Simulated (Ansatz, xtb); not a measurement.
Gas-phase reaction in SMILES: O=CCC(=O)[SiH3] + 4 C (CH4) → 2 C=O (CH2O) + 2 CC (C2H6) [ethane] + C[SiH3]
Each molecule is optimised on its own at B3LYP-D3(BJ)/def2-TZVP (Ansatz, an electronic-structure program), one conformer each, not searched for the lowest.

Quantity: bond separation energy (electronic energy difference), in eV. Cores are frozen in the correlated levels unless marked. Spin-orbit coupling is left out. No relativistic terms. CBS marks a two-point X^-3 extrapolation of the correlation energy; Hartree-Fock from the larger set. The bracket is a focal-point correction in the basis named.

```json
[
 {"level": "GFN1-xTB", "program": "xtb", "bond separation energy (eV)": "1.36", "minus last row": "0.57"},
 {"level": "HF/aug-cc-pV(D+d)Z", "program": "Ansatz", "bond separation energy (eV)": "0.55", "minus last row": "-0.24"},
 {"level": "HF/cc-pwCVTZ", "program": "Ansatz", "bond separation energy (eV)": "0.59", "minus last row": "-0.20"},
 {"level": "BLYP-D3(BJ)/def2-TZVPD", "program": "Ansatz + dftd3", "bond separation energy (eV)": "0.92", "minus last row": "0.13"},
 {"level": "B3LYP/def2-TZVPD", "program": "Ansatz", "bond separation energy (eV)": "0.75", "minus last row": "-0.04"},
 {"level": "PBE0-D3(BJ)/def2-TZVPD", "program": "Ansatz + dftd3", "bond separation energy (eV)": "0.83", "minus last row": "0.04"},
 {"level": "PBE0/def2-QZVPP", "program": "Ansatz", "bond separation energy (eV)": "0.77", "minus last row": "-0.02"},
 {"level": "LC-wPBE/def2-TZVPD", "program": "Ansatz", "bond separation energy (eV)": "0.74", "minus last row": "-0.05"},
 {"level": "CCSD/cc-pV(T+d)Z", "program": "Ansatz", "bond separation energy (eV)": "0.71", "minus last row": "-0.08"},
 {"level": "RI-MP2/CBS(cc-pV(T+d)Z,cc-pV(Q+d)Z)+[CCSD(T)-MP2]/cc-pV(T+d)Z", "program": "Ansatz", "bond separation energy (eV)": "0.79", "minus last row": "0.00"}
]
```
